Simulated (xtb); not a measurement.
A run for xtb: GFN2-xTB on H2OSSi (SMILES O[Si]S), a point of a torsion scan.

```
$ xtb mol.xyz --gfn 2 --opt vtight --chrg 0 --uhf 0 --input xcontrol
5

O     -1.15202687     0.53766008    -0.42985267
Si    -0.12381981    -0.81252933    -0.71109115
S      1.46589941    -0.67415389     0.74909380
H     -2.07397598     0.26826199    -0.20298930
H      2.59686454    -1.26694929     0.13208888
$constrain
  force constant=1.0
  dihedral: 1,2,3,5,210.0
$end
```

It printed:

```
[...]
           -------------------------------------------------
          |                Calculation Setup                |
           -------------------------------------------------



           -------------------------------------------------
          |                 G F N 2 - x T B                 |
           -------------------------------------------------

        Reference                      10.1021/acs.jctc.8b01176
      * Hamiltonian:
        H0-scaling (s, p, d)           1.850000    2.230000    2.230000
        zeta-weighting                 0.500000
      * Dispersion:
        s8                             2.700000
        a1                             0.520000
        a2                             5.000000
        s9                             5.000000
      * Repulsion:
        kExp                           1.500000    1.000000
        rExp                           1.000000
      * Coulomb:
        alpha                          2.000000
        third order                    shell-resolved
        anisotropic                    true
        a3                             3.000000
        a5                             4.000000
        cn-shift                       1.200000
        cn-exp                         4.000000
        max-rad                        5.000000


          ...................................................
          :                      SETUP                      :
          :.................................................:
          :  # basis functions                  26          :
          :  # atomic orbitals                  24          :
          :  # shells                           10          :
          :  # electrons                        18          :
          :  max. iterations                   250          :
          :  Hamiltonian                  GFN2-xTB          :
          :  restarted?                      false          :
          :  GBSA solvation                  false          :
          :  PC potential                    false          :
          :  electronic temp.          300.0000000     K    :
          :  accuracy                    1.0000000          :
          :  -> integral cutoff          0.2500000E+02      :
          :  -> integral neglect         0.1000000E-07      :
          :  -> SCF convergence          0.1000000E-05 Eh   :
          :  -> wf. convergence          0.1000000E-03 e    :
          :  Broyden damping             0.4000000          :
          :  net charge                          0          :
          :  unpaired electrons                  0          :
          ...................................................

 iter      E             dE          RMSdq      gap      omega  full diag
   1    -10.0777881 -0.100778E+02  0.954E+00    2.65       0.0  T
   2    -10.0931820 -0.153940E-01  0.578E+00    2.38       1.0  T
   3    -10.0960340 -0.285194E-02  0.256E+00    2.17       1.0  T
   4    -10.0946586  0.137534E-02  0.149E+00    2.47       1.0  T
   5    -10.0831478  0.115109E-01  0.243E+00    2.05       1.0  T
   6    -10.0976138 -0.144660E-01  0.278E-01    2.36       1.0  T
   7    -10.0975941  0.196745E-04  0.143E-01    2.40       1.0  T
   8    -10.0976071 -0.129392E-04  0.845E-02    2.39       1.0  T
   9    -10.0976221 -0.150067E-04  0.272E-02    2.38       1.6  T
  10    -10.0976236 -0.149622E-05  0.416E-03    2.38      10.8  T
  11    -10.0976236 -0.822731E-08  0.205E-03    2.38      21.9  T
  12    -10.0976236 -0.743968E-08  0.112E-03    2.38      40.0  T
  13    -10.0976236 -0.135013E-08  0.492E-04    2.38      90.9  T
  14    -10.0976236 -0.281839E-09  0.272E-04    2.38     164.5  T

   *** convergence criteria satisfied after 14 iterations ***

         #    Occupation            Energy/Eh            Energy/eV
      -------------------------------------------------------------
         1        2.0000           -0.7326841             -19.9373
       ...           ...                  ...                  ...
         3        2.0000           -0.6058172             -16.4851
         4        2.0000           -0.5382761             -14.6472
         5        2.0000           -0.4812693             -13.0960
         6        2.0000           -0.4673318             -12.7167
         7        2.0000           -0.4512106             -12.2781
         8        2.0000           -0.3758792             -10.2282
         9        2.0000           -0.3485026              -9.4832 (HOMO)
        10                         -0.2609759              -7.1015 (LUMO)
        11                         -0.1849890              -5.0338
        12                         -0.1686377              -4.5889
        13                         -0.1523461              -4.1455
        14                         -0.0474258              -1.2905
       ...                                ...                  ...
        24                          0.6169489              16.7880
      -------------------
[...]
79             -12.3594
         8        2.0000           -0.3636402              -9.8952
         9        2.0000           -0.3471243              -9.4457 (HOMO)
        10                         -0.2497153              -6.7951 (LUMO)
        11                         -0.1869718              -5.0878
        12                         -0.1437506              -3.9117
        13                         -0.1271839              -3.4609
        14                         -0.0381767              -1.0388
       ...                                ...                  ...
        24                          0.7315795              19.9073
      -------------------------------------------------------------
                  HL-Gap            0.0974089 Eh            2.6506 eV
             Fermi-level           -0.2984198 Eh           -8.1204 eV

 SCC (total)                   0 d,  0 h,  0 min,  0.002 sec
 SCC setup                      ...        0 min,  0.000 sec (  1.905%)
 Dispersion                     ...        0 min,  0.000 sec (  0.534%)
 classical contributions        ...        0 min,  0.000 sec (  0.213%)
 integral evaluation            ...        0 min,  0.001 sec ( 23.934%)
 iterations                     ...        0 min,  0.001 sec ( 24.299%)
 molecular gradient             ...        0 min,  0.001 sec ( 46.239%)
 printout                       ...        0 min,  0.000 sec (  2.510%)

         :::::::::::::::::::::::::::::::::::::::::::::::::::::
         ::                     SUMMARY                     ::
         :::::::::::::::::::::::::::::::::::::::::::::::::::::
         :: total energy             -10.081246969811 Eh    ::
         :: gradient norm              0.000082085428 Eh/a0 ::
         :: HOMO-LUMO gap              2.650631493055 eV    ::
         ::.................................................::
         :: SCC energy               -10.128234605647 Eh    ::
         :: -> isotropic ES            0.035847246855 Eh    ::
         :: -> anisotropic ES         -0.001000575938 Eh    ::
         :: -> anisotropic XC         -0.004490277691 Eh    ::
         :: -> dispersion             -0.002534246986 Eh    ::
         :: repulsion energy           0.046979590375 Eh    ::
         :: add. restraining           0.000008045460 Eh    ::
         :: total charge               0.000000000000 e     ::
         :::::::::::::::::::::::::::::::::::::::::::::::::::::

           -------------------------------------------------
          |                Property Printout                |
           -------------------------------------------------

    * Orbital Energies and Occupations

         #    Occupation            Energy/Eh            Energy/eV
      -------------------------------------------------------------
         1        2.0000           -0.7417200             -20.1832
         2        2.0000           -0.6853863             -18.6503
         3        2.0000           -0.6227697             -16.9464
         4        2.0000           -0.5331945             -14.5090
         5        2.0000           -0.4882741             -13.2866
         6        2.0000           -0.4714982             -12.8301
         7        2.0000           -0.4541979             -12.3594
         8        2.0000           -0.3636402              -9.8952
         9        2.0000           -0.3471243              -9.4457 (HOMO)
        10                         -0.2497153              -6.7951 (LUMO)
        11                         -0.1869718              -5.0878
        12                         -0.1437506              -3.9117
        13                         -0.1271839              -3.4609
        14                         -0.0381767              -1.0388
        15                         -0.0088021              -0.2395
        16                          0.0108120               0.2942
        17                          0.0171767               0.4674
        18                          0.0330774               0.9001
        19                          0.0677534               1.8437
        20                          0.0867205               2.3598
       ...                                ...                  ...
        24                          0.7315795              19.9073
      -------------------------------------------------------------
                  HL-Gap            0.0974089 Eh            2.6506 eV
             Fermi-level           -0.2984198 Eh           -8.1204 eV

     #   Z          covCN         q      C6AA      α(0)
     1   8 O        1.576    -0.441    21.701     6.286
     2  14 Si       1.641     0.454   182.962    28.768
     3  16 S        1.794    -0.432   160.231    21.306
     4   1 H        0.808     0.286     0.764     1.372
     5   1 H        0.923     0.132     1.517     1.926

 Mol. C6AA /au·bohr⁶  :       1058.413431
 Mol. C8AA /au·bohr⁸  :      52301.174962
 Mol. α(0) /au        :         59.657860


Wiberg/Mayer (AO) data.
largest (>0.10) Wiberg bond orders for each atom
Note: The following floating-point exceptions are signalling: IEEE_UNDERFLOW_FLAG IEEE_DENORMAL
normal termination of xtb

 ---------------------------------------------------------------------------
     #   Z sym  total        # sym  WBO       # sym  WBO       # sym  WBO
 ---------------------------------------------------------------------------
     1   8 O    2.249 --     2 Si   1.325     4 H    0.893
     2  14 Si   2.467 --     1 O    1.325     3 S    1.118
     3  16 S    2.128 --     2 Si   1.118     5 H    0.971
     4   1 H    0.918 --     1 O    0.893
     5   1 H    0.982 --     3 S    0.971
 ---------------------------------------------------------------------------

Topologies differ in total number of bonds
Writing topology from bond orders to xtbtopo.mol

molecular dipole:
                 x           y           z       tot (Debye)
 q only:       -0.853      -0.525      -1.364
   full:       -0.940      -0.069      -1.035       3.559
molecular quadrupole (traceless):
                xx          xy          yy          xz          yz          zz
 q only:        0.870      -0.153       0.764      -1.486       2.508      -1.634
  q+dip:        3.293      -0.971      -0.247      -2.490       0.358      -3.046
   full:        4.818      -0.963      -1.286      -2.793      -1.211      -3.532

           -------------------------------------------------
          |                Geometry Summary                 |
           -------------------------------------------------

      molecular mass/u    :       78.1655725
   center of mass at/Å    :        0.3360297      -0.5586762       0.0560848
  moments of inertia/u·Å² :        0.2476556E+02   0.1142302E+03   0.1381876E+03
rotational constants/cm⁻¹ :        0.6806886E+00   0.1475760E+00   0.1219909E+00

 * 3 selected distances

     #   Z          #   Z                                           value/Å
     1   8 O        2  14 Si                                      1.6284974 (max)
     1   8 O        4   1 H                                       0.9514914 (min)
     3  16 S        5   1 H                                       1.3268471

 * 3 distinct bonds (by element types)

   Z      Z             #   av. dist./Å        max./Å        min./Å
   1 H    8 O           1     0.9514914     0.9514914     0.9514914
   8 O   14 Si          1     1.6284974     1.6284974     1.6284974
   1 H   16 S           1     1.3268471     1.3268471     1.3268471


optimized geometry written to: xtbopt.xyz


           -------------------------------------------------
          | TOTAL ENERGY              -10.081246969811 Eh   |
          | GRADIENT NORM               0.000082085428 Eh/α |
          | HOMO-LUMO GAP               2.650631493055 eV   |
           -------------------------------------------------

------------------------------------------------------------------------
------------------------------------------------------------------------
 total:
 SCF:
 ANC optimizer:
```

The run finished.

Warnings raised: the energy holds the restraint's term.

Cost: about 0.13 core-seconds (a rough figure).
